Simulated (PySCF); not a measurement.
**TmBr from Hartree–Fock to correlated methods**

State: triplet, about 12.9 electrons in the 4f shell (Mulliken), real f orbitals that mix terms. Set-up: basis Tm x2c-SVPall, Br x2c-SVPall; spin-free X2C with a Gaussian nucleus; PySCF 2.14. De refers to Tm (4f13 6s2) + Br in their high-spin ground configurations, without counterpoise correction. The functionals are run spin-unrestricted. A positive dipole means Tm(−)Br(+).

```csv
Level,Re (Å),ωe (cm⁻¹),De (eV),μ (D),"CPU s a point (SCF and correlation, without the integrals)"
UHF,2.741,190,n/a,-5.62,3.1
UHF-MP2,2.622,211,n/a,n/a,8.3
UHF-SCS-MP2,2.646,206,n/a,n/a,n/a
PBE,2.651,198,3.54,-4.64,7.9
PW91,2.648,199,3.60,-4.63,7.7
r²SCAN,2.640,204,3.89,-4.87,8.8
PBE0,2.641,199,3.60,-4.83,15
B97-3,2.653,198,3.34,-4.68,7.2
ωB97X,2.631,207,3.32,-4.58,19
```

The bond length runs from 2.622 Å (UHF-MP2) to 2.741 Å (UHF). De spans 3.32 eV (ωB97X, range-separated hybrid) to 3.89 eV (r²SCAN, meta-GGA).

Correlated steps freeze 27 core orbitals. These are scalar-relativistic numbers at best; spin–orbit coupling would shift them, the dissociation energy most. Counting both spins, an empty level lies below a filled one in some of these solutions, because spin and occupation are held. The state is the lowest single determinant that the PBE0 search found; with open d or f shells the true ground state can be another one.

The whole job (state search and all levels along the bond) took about 15 min on 4 threads of Arm Neoverse V2 (shared host), peak memory 6.8 GiB.
